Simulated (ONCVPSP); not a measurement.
**Logarithmic derivatives: Cl (Z = 17), ONCV**

- Element: Cl
- Generator: ONCVPSP 4.0.1
- Type: optimised norm-conserving Vanderbilt (ONCV)
- Functional: PBE
- Relativity: scalar-relativistic
- Frozen core: [He]
- Valence charge: 15
- Reference configuration: 2s2 2p6 3s2 3p5
- Partial waves: 2s+3s: rc 0.75 bohr, ncon 5, nbas 8, qcut 14 1/bohr, 2 projectors; 2p+3p: rc 0.80 bohr, ncon 4, nbas 7, qcut 15.6 1/bohr, 2 projectors; d scattering state at 0.34 Ha: rc 0.65 bohr, ncon 4, nbas 7, qcut 15.3 1/bohr, 2 projectors, debl 1.1 Ha
- Local potential: polynomial inside 0.45 bohr (lpopt 2, dvloc0 1 Ha)
- Core correction: Teter function, fcfact 4.75, rcfact 1.1

The phase is arctan(r·R′/R) of the radial function R(r), unwrapped; energies in Ha, scanned from -11 to 5 Ha. A pole is an energy at which the radial function vanishes at the test radius. The pseudo phase is shifted by a multiple of π to meet the all-electron one at the reference energy, and phase errors are pseudo minus all-electron; the curves can meet again beyond the range given. Levels narrower than the energy grid can be missing from the lists of poles.

**Question.** For each channel, where are the poles, and over which energies does the pseudopotential scatter like the atom?

**Answer.**

```
channel  radius (bohr)  reference energy (Ha)  poles, all-electron  poles, pseudo  unbroken range about the reference energy with phases within 0.05 rad  phase error 1 Ha above the reference energy (rad)
      s           0.76                  -0.76                -7.50          -7.50                                                        the whole range                                             +0.000
      p           0.81                  -0.32                -6.05          -6.05                                                        the whole range                                             +0.000
      d           0.66                   0.34                 none           none                                                        the whole range                                             -0.000
```

Phases in the p channel:

| E (Ha) | all-electron | pseudo |
| --- | --- | --- |
| -10.96 | 0.987 | 0.987 |
| -10.08 | 0.847 | 0.847 |
| -9.20 | 0.549 | 0.550 |
| -8.32 | -0.195 | -0.194 |
| -7.44 | -1.073 | -1.073 |
| -6.56 | -1.455 | -1.455 |
| -5.68 | -1.634 | -1.634 |
| -4.80 | -1.745 | -1.745 |
| -3.92 | -1.832 | -1.832 |
| -3.04 | -1.911 | -1.911 |
| -2.16 | -1.995 | -1.995 |
| -1.28 | -2.091 | -2.091 |
| -0.40 | -2.212 | -2.212 |
| 0.48 | -2.373 | -2.373 |
| 1.36 | -2.596 | -2.596 |
| 2.24 | -2.897 | -2.897 |
| 3.12 | -3.257 | -3.255 |
| 4.00 | -3.602 | -3.599 |
| 4.88 | -3.873 | -3.870 |
